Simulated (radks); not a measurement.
Values are calculated unless marked as measured or tabulated.
Species: the rhodium ion Rh3+. Configuration: [Ar] 3d10 4s1.5 4p6 4d6 4f0.5 (fractional occupations, a model configuration). Level of theory: Dirac Kohn-Sham, Wu-Cohen GGA, spin-unpolarised, spherical densities, point nucleus; open shells are shared between the two j in proportion to 2j + 1 (a radial shooting solver on a logarithmic mesh with Libxc functionals).

Spin-orbit splittings of the eigenvalues, e(l+1/2) - e(l-1/2), with zeta = 2 splitting/(2l+1) and mean radii in bohr:

| shell | occ. | splitting (eV) | zeta (eV) | <r> j=l-1/2 | <r> j=l+1/2 |
|---|---|---|---|---|---|
| 2p | 6 | 144.6 | 96.43 | 0.1203 | 0.1252 |
| 3p | 6 | ? | ? | 0.3830 | 0.3938 |
| 3d | 10 | 4.913 | 1.965 | 0.3682 | 0.3716 |
| 4p | 6 | 4.118 | 2.745 | 1.036 | 1.064 |
| 4d | 6 | 0.5242 | 0.2097 | 1.323 | 1.335 |
| 4f | 0.5 | 0.002753 | 0.0007866 | 3.891 | 3.893 |
| 5p | 0 | 0.5910 | 0.3940 | 2.748 | 2.812 |

Estimate the 3p splitting.

Answer. 24.90 eV (zeta = 16.60 eV).
